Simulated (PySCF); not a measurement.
C4H7FSi, SMILES C=C/C=C\[SiH2]F.

Geometry: B3LYP-D3(BJ)/def2-SVP. The structure was generated by enumeration; whether it is a known compound was not checked. The values are those of a single conformer.

Two levels are set side by side: TDA-PBE/def2-SVPD (PySCF) and TDA-M06-2X/def2-SVPD (PySCF). Vertical, same geometry. The lowest singlet is HOMO−1→LUMO 99 % with PBE and HOMO→LUMO 93 % with the other functional; states are paired by order. Differences are taken from unrounded values.

```
quantity                               TDA-M06-2X
-------------------------------------  ----------
lowest singlet excitation (eV)               5.94
lowest triplet excitation (TDA) (eV)         3.30
first bright state (f over 0.05) (eV)        5.94
its oscillator strength                      0.93
```

Problem. What does TDA-PBE give, and how far is it from TDA-M06-2X? (An estimate is asked for; the answer gives what the named calculation found.)

Solution. 
```tsv
quantity	TDA-PBE	TDA-PBE minus TDA-M06-2X
lowest singlet excitation (eV)	5.37	-0.57
lowest triplet excitation (TDA) (eV)	2.99	-0.31
first bright state (f over 0.05) (eV)	5.37	-0.57
its oscillator strength	0.38	-0.54
```

Functionals without exact exchange tend to place singlet excitations lower, as here. Differences between two approximate levels are no errors against the true value.

Rough cost on one machine, each run with all the roots and properties that it gave: TDA-M06-2X against TDA-PBE about 9 times.
